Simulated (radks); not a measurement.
These are the eigenvalues of the occupied orbitals of an atom or ion with whole-number occupations (eV). All-electron calculation, scalar-relativistic Kohn-Sham, r2SCAN, spin-polarised, spherical densities, finite nucleus; meta-GGA in the generalised Kohn-Sham scheme; Fermi nuclear charge, rms radius of each element as measured or else 0.836 A^(1/3) + 0.57 fm. Program: a radial shooting solver on a logarithmic mesh with Libxc functionals.

| orbital | eigenvalue |
|---|---|
| 1s up | -34451.21 |
| 1s down | -34451.07 |
| 2s up | -5395.926 |
| 2s down | -5395.906 |
| 2p up | -4840.659 |
| 2p down | -4840.570 |
| 3s up | -1126.315 |
| 3s down | -1126.243 |
| 3p up | -945.8339 |
| 3p down | -945.7353 |
| 3d up | -678.5759 |
| 3d down | -678.4721 |
| 4s up | -221.9452 |
| 4s down | -221.7063 |
| 4p up | -164.4657 |
| 4p down | -164.2489 |
| 4d up | -80.4016 |
| 4d down | -80.0885 |
| 5s up | -39.3407 |
| 5s down | -37.1260 |
| 5p up | -26.3124 |
| 5p down | -24.1190 |
| 7f up | -1.1436 |

Which element is it, and in what charge state? The configuration may be excited. Open shells, if any, are filled with parallel spins first.

Answer. Z = 54, xenon, charge +1: Xe+ in [Kr] 4d10 5s2 5p4 7f1. The list shows which subshells hold electrons but not how many an open one holds; the 1s level, -1266.1 hartree, gives Z - s = 50.3 by -(Z - s)^2/2, which with screening and relativity narrows Z to a few neighbours, and the depths of the outer levels then fix element, charge and occupations together.
